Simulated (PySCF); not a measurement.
Molecule: `C#Cc1nccn1[SiH3]`, C5H6N2Si.

Bonds (- single, = double, # triple, : aromatic): C1#C2, C2-C3, C3:N4, N4:C5, C5:C6, C6:N7, N7-Si8, N7:C3. C1 carries H9; C5 carries H10; C6 carries H11; Si8 carries H12, H13, H14.

Frames of a GFN2-xTB Langevin trajectory at 300 K; GIAO PBE0/pcSseg-1 shieldings in PySCF 2.14, gas phase, non-relativistic; equivalent atoms averaged within each frame.

References, each an isolated molecule treated in the same way: TMS for 13C (σref 186.93), 29Si (σref 349.16), 1H (σref 31.72); 15N (σref 267.73) vs NH3. The references are static minima.

**Question.** How do the shifts (ppm) fluctuate along the trajectory?

**Answer.** 
```tsv
time (fs)	C3	C5	C6	C1	C2	N4	N7	Si8	H11	H10
250	149.4	132.5	127.5	95.8	80.3	357.8	189.3	-56.3	7.75	6.28
425	139.1	143.4	130.0	91.7	82.1	339.7	187.2	-51.6	5.56	8.28
625	141.3	141.6	130.9	91.6	86.6	339.7	190.0	-49.8	7.46	7.75
800	140.6	136.2	128.3	87.7	86.0	322.7	186.8	-53.7	7.16	6.75
1000	130.9	140.4	124.0	91.1	86.4	338.5	177.9	-48.8	6.66	7.50
mean of frames	140.3	138.8	128.1	91.6	84.3	339.7	186.2	-52.0	6.92	7.31
standard deviation	6.6	4.4	2.7	2.9	2.9	12.4	4.9	3.0	0.86	0.80
```

5 frames give an uncertainty of the mean of about the standard deviation over 2.2 at best, since frames this close in time may not be independent; classical motion lacks zero-point vibration, and the reference would need the same averaging.
